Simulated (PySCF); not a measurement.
## Spinor energies of Zn²⁺ (zinc, charge +2)

Start: [Ar] 3d9 4s1; 3d3/2 filled at m_j = -3/2, -1/2, +1/2, +3/2; 3d5/2 filled at m_j = -3/2, -1/2, +1/2, +3/2, +5/2; 4s1/2 filled at m_j = +1/2. Calculated with PySCF 2.14 in x2c-SVPall-2c with one added diffuse shell each of s, d type (6s5p4d1f, 48 functions): generalised Hartree-Fock with the X2C-1e Hamiltonian and a Gaussian nucleus; one run each with spin-orbit coupling (SO) switched off, then screened by Boettger's factors. This is a chosen level, not necessarily the ground level.

```csv
spinor shell,electrons,"ε, spin-free (eV)","ε, screened SO (eV)",weight of nominal j (screened SO),"rms radius, screened SO (bohr)"
1s1/2,2,-9758.5,-9758.4,1.000,0.0581
2s1/2,2,-1264.9,-1264.9,1.000,0.245
2p1/2,2,-1096.8,-1113.5,0.999,0.217
2p3/2,4,-1096.8,-1088.6,1.000,0.220
3s1/2,2,-187.86,-187.84,1.000,0.730
3p1/2,2,-135.21,-138.68,0.951,0.769
3p3/2,4,-135.21,-133.49,0.976,0.776
3d3/2,4,-50.945,-51.674,0.816,0.918
3d5/2,5,-50.945,-50.371,0.853,0.925
4s1/2,1,-28.738,-28.738,1.000,2.48
```

```tsv
quantity	spin-free	screened SO
E (hartree)	-1792.72551	-1792.77042
M_J	3	3
⟨J²⟩	12.004	12.004
⟨L²⟩	6.004	6.005
⟨S²⟩	2.000	2.001
```

Each row is a mean over spinors that exchange with the open shell spreads, by up to 8.082 eV (3p3/2).

Rows whose weight is well below 1 are mixtures of j = l ± 1/2: exchange outweighs spin-orbit coupling there, and the label is only the starting occupation.

Without spin-orbit coupling the j labels of p, d and f shells carry no meaning; the spin-free column gives the mean over the occupied spinors of each nl shell.
